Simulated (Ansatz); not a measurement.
Ga₃O₈H₇, a hydroxylated oxide cluster. Charge 0, multiplicity 3. Geometry PBE-D4/def2-SVP, that of the neutral singlet; atoms count from 1.

```xyz
18

Ga    0.800    0.981    1.334
Ga   -1.103   -1.058    0.561
Ga    0.236   -0.070   -1.760
O     1.500    0.454    2.915
O     0.834   -1.157   -3.074
O     0.263    1.735   -2.004
O     0.646   -0.493    0.057
O    -1.781   -2.634    1.086
O     1.106    2.557    0.540
O    -1.149    0.489    1.673
O    -1.636   -0.569   -1.209
H     2.335    0.922    3.098
H     1.357   -1.893   -2.703
H     0.721    1.978   -2.830
H    -1.331   -2.991    1.874
H     0.822    2.477   -0.407
H    -1.433    0.432    2.605
H    -2.187   -1.159   -1.756
```

At PBE0-D4/def2-SVP a singlet of charge 0 lies 5.77 eV below the triplet at the same geometry.

(1) Estimate the Mulliken populations from the PBE0/def2-SVP orbitals of Ansatz.

(2) Where does the spin sit?

(3) And the Mayer bond orders between bonded heavy atoms (over 0.3)?

Answers

(1) 
```json
{"atom": "Ga1", "charge (e)": "0.54", "spin (α − β)": "0.47"}
{"atom": "Ga2", "charge (e)": "0.75", "spin (α − β)": "0.18"}
{"atom": "Ga3", "charge (e)": "0.76", "spin (α − β)": "0.09"}
{"atom": "O4", "charge (e)": "-0.30", "spin (α − β)": "0.36"}
{"atom": "O5", "charge (e)": "-0.46", "spin (α − β)": "0.01"}
{"atom": "O6", "charge (e)": "-0.50", "spin (α − β)": "0.02"}
{"atom": "O7", "charge (e)": "-0.67", "spin (α − β)": "-0.01"}
{"atom": "O8", "charge (e)": "-0.44", "spin (α − β)": "0.02"}
{"atom": "O9", "charge (e)": "-0.13", "spin (α − β)": "0.74"}
{"atom": "O10", "charge (e)": "-0.46", "spin (α − β)": "-0.01"}
{"atom": "O11", "charge (e)": "-0.49", "spin (α − β)": "0.00"}
{"atom": "H12", "charge (e)": "0.18", "spin (α − β)": "0.03"}
{"atom": "H13", "charge (e)": "0.19", "spin (α − β)": "0.01"}
{"atom": "H14", "charge (e)": "0.21", "spin (α − β)": "0.01"}
{"atom": "H15", "charge (e)": "0.19", "spin (α − β)": "0.01"}
{"atom": "H16", "charge (e)": "0.22", "spin (α − β)": "0.00"}
{"atom": "H17", "charge (e)": "0.20", "spin (α − β)": "0.04"}
{"atom": "H18", "charge (e)": "0.23", "spin (α − β)": "0.02"}
```
Mulliken values and Mayer orders depend strongly on the basis.

(2) Summed by element: Ga 0.74, O 1.13, H 0.12, of 2 unpaired in all. Largest on single atoms: O9 0.74, Ga1 0.47, O4 0.36.

(3) Ga1–O4 0.90 (1.81 Å); Ga1–O7 0.58 (1.96 Å); Ga1–O9 0.70 (1.79 Å); Ga1–O10 0.49 (2.04 Å); Ga2–O7 0.63 (1.91 Å); Ga2–O8 1.15 (1.79 Å); Ga2–O10 0.62 (1.91 Å); Ga2–O11 0.61 (1.91 Å); Ga3–O5 1.13 (1.81 Å); Ga3–O6 0.89 (1.82 Å); Ga3–O7 0.64 (1.91 Å); Ga3–O11 0.50 (2.01 Å). Values over 0.3 also appear between atoms too far apart for a bond (O4–O9 0.31 at 3.20 Å); they arise where an orbital or an unpaired electron spreads over both atoms.
